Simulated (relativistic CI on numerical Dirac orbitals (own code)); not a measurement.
Ru³⁺: M2,3 absorption edge

Computed with this model: Dirac-Coulomb-Breit CI, separate exchange-only KLI orbitals for each configuration, model QED, valence Slater integrals scaled by 0.7, multiplet model of core-to-valence dipole absorption; configurations [Kr] 4d5 → [Ne] 3s2 3p5 3d10 4s2 4p6 4d6; 300 K; Lorentzian 2 eV and Gaussian 0.4 eV FWHM. Energies are those of the free ion, without screening or charge transfer. The branching ratio is the share of the lower-energy edge in the whole absorption, uncertain by about 0.02 where the edges overlap. S is read from ⟨S²⟩ = S(S + 1).

Field parameters in Wybourne normalisation: D3d B²₀ = −7Dσ, B⁴₀ = −14Dq − 21Dτ, B⁴₃ = −14√(10/7) Dq; Oh B⁴₀ = 21Dq, B⁴₄ = √(5/14) B⁴₀; Td as Oh with Dq negative (B⁴₀ = 21Dq, B⁴₄ = √(5/14) B⁴₀). The field is a parameter set, without covalency.

Computed curve for Oh, 10Dq = 23950 cm⁻¹, scaled to 100 at the maximum (points under 2 are left out and the grid is thinned):

```json
{"Energy (eV)": "458.25", "Intensity": "2.1"}
{"Energy (eV)": "459.00", "Intensity": "2.5"}
{"Energy (eV)": "459.75", "Intensity": "3.1"}
{"Energy (eV)": "460.25", "Intensity": "3.6"}
{"Energy (eV)": "461.00", "Intensity": "4.7"}
{"Energy (eV)": "461.75", "Intensity": "6.4"}
{"Energy (eV)": "462.50", "Intensity": "9.2"}
{"Energy (eV)": "463.00", "Intensity": "12.3"}
{"Energy (eV)": "463.75", "Intensity": "21.0"}
{"Energy (eV)": "464.50", "Intensity": "38.9"}
{"Energy (eV)": "465.25", "Intensity": "54.4"}
{"Energy (eV)": "465.75", "Intensity": "55.3"}
{"Energy (eV)": "466.50", "Intensity": "72.3"}
{"Energy (eV)": "467.25", "Intensity": "100.0"}
{"Energy (eV)": "468.00", "Intensity": "82.2"}
{"Energy (eV)": "468.75", "Intensity": "51.9"}
{"Energy (eV)": "469.25", "Intensity": "36.4"}
{"Energy (eV)": "470.00", "Intensity": "21.1"}
{"Energy (eV)": "470.75", "Intensity": "13.3"}
{"Energy (eV)": "471.50", "Intensity": "9.0"}
{"Energy (eV)": "472.00", "Intensity": "7.3"}
{"Energy (eV)": "472.75", "Intensity": "5.4"}
{"Energy (eV)": "473.50", "Intensity": "4.1"}
{"Energy (eV)": "474.25", "Intensity": "3.3"}
{"Energy (eV)": "474.75", "Intensity": "2.9"}
{"Energy (eV)": "475.50", "Intensity": "2.4"}
{"Energy (eV)": "476.25", "Intensity": "2.0"}
{"Energy (eV)": "486.25", "Intensity": "2.5"}
{"Energy (eV)": "487.00", "Intensity": "3.5"}
{"Energy (eV)": "487.50", "Intensity": "4.7"}
{"Energy (eV)": "488.25", "Intensity": "8.1"}
{"Energy (eV)": "489.00", "Intensity": "15.8"}
{"Energy (eV)": "489.75", "Intensity": "26.5"}
{"Energy (eV)": "490.25", "Intensity": "26.6"}
{"Energy (eV)": "491.00", "Intensity": "17.3"}
{"Energy (eV)": "491.75", "Intensity": "10.1"}
{"Energy (eV)": "492.50", "Intensity": "5.8"}
{"Energy (eV)": "493.00", "Intensity": "4.2"}
{"Energy (eV)": "493.75", "Intensity": "2.8"}
{"Energy (eV)": "494.50", "Intensity": "2.1"}
```

The ground state has S = 0.53, and the centroid lies at 471.05 eV.
